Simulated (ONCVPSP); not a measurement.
PBE ONCV dataset for Re, fully relativistic all-electron reference.

- Element: Re
- Generator: ONCVPSP 4.0.1
- Type: optimised norm-conserving Vanderbilt (ONCV)
- Functional: PBE
- Relativity: fully relativistic
- Frozen core: [Kr] 4d10 4f14 5s2
- Valence charge: 13
- Reference configuration: 5p6 5d5 6s0.5 (charge +1.5)
- Partial waves: 6s: rc 2.50 bohr, ncon 4, nbas 8, qcut 2.4 1/bohr, 2 projectors, debl 1.7 Ha; 5p: rc 1.15 bohr, ncon 3, nbas 7, qcut 8.2 1/bohr, 2 projectors, debl 1.8 Ha; 5d: rc 1.85 bohr, ncon 4, nbas 9, qcut 5.8 1/bohr, 1 projector
- Local potential: polynomial inside 0.75 bohr (lpopt 5, dvloc0 2 Ha)
- Core correction: none

Open shells are filled in proportion to 2j + 1.

In the p channel the program set the typed energies aside and used -2.060, 0.250 Ha (j = l + 1/2; the other j can differ).

All-electron outer shells of the reference configuration (PBE, scalar-relativistic, ld1.x):

| shell | level (eV) | outermost node (bohr) | outermost maximum (bohr) |
| --- | --- | --- | --- |
| 5p | -59.12 | 0.56 | 1.06 |
| 4f | -54.37 | – | 0.41 |
| 5d | -17.08 | 0.62 | 1.41 |
| 6s | -16.30 | 1.24 | 2.45 |

Q: Does the generator finish with these settings?

A: Yes, a potential is produced and its reference levels are reproduced.

Q: Estimate the cutoffs (Ha) at which the residual kinetic energy of the hardest occupied pseudo-wave falls to 1 and 0.1 mHa per electron.

A: 33 Ha and 115 Ha.

Q: Does the potential have ghost states?

A: Ghosts flagged at negative energy: s at -593.0 eV, s at -68.3 eV; GHOST(+) flagged for p3/2 at 55.2 eV, p1/2 at 139.8 eV. A true bound ghost makes a file unfit for plane-wave use.

Q: Which valence shell sets the plane-wave cutoff?

A: 5p: 33 Ha for 1 mHa per electron, against 15 Ha for 5d.

Q: Tests: 5p6 5d5 6s2; 5p6 5d5 6s1; 5p6 5d5 6s0; 5p6 5d5 6s1 6p1. Which has the largest error in its energy relative to the reference configuration, and how large is it?

A: 5p6 5d5 6s2, with -8.7 meV (all-electron minus pseudo) on -16.50 eV.
